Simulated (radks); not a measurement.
Ionisation ladder of lithium, from Li to Li2+. Each ion is in the ground configuration listed by NIST, and IE = E(next ion) - E(this ion), with E = 0 for the bare nucleus. Calculated with a radial shooting solver on a logarithmic mesh with Libxc functionals: scalar-relativistic Kohn-Sham, PBE, spin-unpolarised, spherical densities, finite nucleus; Fermi nuclear charge, rms radius 2.444 fm; without spin polarisation the odd electron is poorly described.

species,configuration,E (hartree),"IE, Delta-SCF (eV)",<r> HOMO (bohr),"IE, NIST (eV)",kind,error (eV)
Li,[He] 2s1,-7.45220,5.296,3.91,5.392,exp.,-0.095
Li+,[He],-7.25756,79.266,0.579,75.640,theory,+3.626
Li2+,1s1,-4.34457,118.22,0.515,122.45,theory,-4.2

Reference values: NIST Atomic Spectra Database (exp. = measured, semi-emp. = semi-empirical, theory = theoretical value adopted there). The ionisation energy per charge of the ion left behind rises most, in proportion, at Li+ ([He]), from 5.296 to 39.633 eV. Spin polarisation and multiplet splitting are left out, so open shells lie too high by an amount that depends on their filling.
